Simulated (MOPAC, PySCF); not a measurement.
C₂HNO, SMILES `N=C=C=O`, neutral singlet in the gas phase. 

Cartesian coordinates (Å):
```xyz
5

N     -1.2584     0.0029     0.5823
C     -0.0902     0.2896     0.2647
C      0.9777     0.1195    -0.5237
O      2.0610     0.3042    -0.9116
H     -1.6902    -0.7162    -0.0070
```
Charge 0, spin multiplicity 1.

All levels are single points at this geometry (PBE0-D3(BJ)/def2-TZVP); Pople sets use spherical d functions. Orbital energies aren't observables, and empty levels follow the basis.

```json
[
 {"level": "PBE0-D3(BJ)/def2-TZVP in PySCF", "HOMO (eV)": "-6.56", "LUMO (eV)": "-3.40", "gap (eV)": "3.16", "dipole (D)": "1.91", "vertical IE, Delta-SCF (eV)": "–"},
 {"level": "B3LYP/6-311+G** in PySCF", "HOMO (eV)": "-6.44", "LUMO (eV)": "-3.72", "gap (eV)": "2.72", "dipole (D)": "1.99", "vertical IE, Delta-SCF (eV)": "–"},
 {"level": "B3LYP/6-31G* in PySCF", "HOMO (eV)": "-6.04", "LUMO (eV)": "-3.28", "gap (eV)": "2.77", "dipole (D)": "1.95", "vertical IE, Delta-SCF (eV)": "8.97"},
 {"level": "PBE/6-31G* in PySCF", "HOMO (eV)": "-4.95", "LUMO (eV)": "-4.06", "gap (eV)": "0.90", "dipole (D)": "1.89", "vertical IE, Delta-SCF (eV)": "8.77"},
 {"level": "SVWN5/6-31G* in PySCF", "HOMO (eV)": "-5.05", "LUMO (eV)": "-4.29", "gap (eV)": "0.75", "dipole (D)": "1.96", "vertical IE, Delta-SCF (eV)": "8.94"},
 {"level": "HF/3-21G in PySCF", "HOMO (eV)": "-9.25", "LUMO (eV)": "0.99", "gap (eV)": "10.24", "dipole (D)": "2.50", "vertical IE, Delta-SCF (eV)": "–"},
 {"level": "PM3 in MOPAC", "HOMO (eV)": "-8.86", "LUMO (eV)": "-0.88", "gap (eV)": "7.98", "dipole (D)": "2.07", "vertical IE, Delta-SCF (eV)": "–"},
 {"level": "PM6 in MOPAC", "HOMO (eV)": "-9.47", "LUMO (eV)": "-1.35", "gap (eV)": "8.12", "dipole (D)": "2.46", "vertical IE, Delta-SCF (eV)": "–"},
 {"level": "PM7 in MOPAC", "HOMO (eV)": "-9.50", "LUMO (eV)": "-1.31", "gap (eV)": "8.19", "dipole (D)": "2.46", "vertical IE, Delta-SCF (eV)": "–"}
]
```
